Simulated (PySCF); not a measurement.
C₂H₆Si, SMILES C1C[SiH2]1.

Geometry optimised at B3LYP-D3(BJ)/def2-TZVP.

All values below come from PBE/def2-TZVPD run with PySCF.

Symmetry labels are those of the subgroup C2v that the program uses (full group C2v).

Task: List the valence orbital energies around the gap with their symmetry. (Estimate from the structure and the level; the computed values follow.)

Result: 
```csv
orbital,symmetry,energy (eV)
HOMO−7,B2,-14.54
HOMO−6,A1,-12.57
HOMO−5,B1,-11.28
HOMO−4,A1,-10.39
HOMO−3,A2,-8.75
HOMO−2,B1,-8.38
HOMO−1,A1,-7.19
HOMO,B2,-5.84
LUMO,B2,-0.65
LUMO+1,A1,-0.21
LUMO+2,A1,0.13
LUMO+3,B1,0.54
```
